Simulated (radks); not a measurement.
Problem. All-electron atom: Zn14+ in [Ne] 3s2 3p4. All-electron calculation, scalar-relativistic Kohn-Sham, LDA (Slater exchange, Perdew-Wang correlation), spin-polarised, spherical densities, finite nucleus; open shells are filled with parallel spins first; Fermi nuclear charge, rms radius 3.9283 fm. Program: a radial shooting solver on a logarithmic mesh with Libxc functionals. Some entries of the table are withheld. Estimate them.

| orbital | occ. | eigenvalue (eV) | <1/r> (bohr^-1) |
|---|---|---|---|
| 1s up | 1 | -9982.380 | 30.17 |
| 1s down | 1 | -9980.404 | 30.18 |
| 2s up | 1 | -1627.717 | (1) |
| 2s down | 1 | -1625.862 | (2) |
| 2p up | 3 | -1477.102 | 6.490 |
| 2p down | 3 | -1474.837 | 6.490 |
| 3s up | 1 | -525.5859 | (3) |
| 3s down | 1 | -519.6827 | (4) |
| 3p up | 3 | -478.6244 | (5) |
| 3p down | 1 | -472.7283 | (6) |

Solution. 
(1) 2s up <1/r> (bohr^-1): 6.614
(2) 2s down <1/r> (bohr^-1): 6.616
(3) 3s up <1/r> (bohr^-1): 2.448
(4) 3s down <1/r> (bohr^-1): 2.440
(5) 3p up <1/r> (bohr^-1): 2.361
(6) 3p down <1/r> (bohr^-1): 2.355
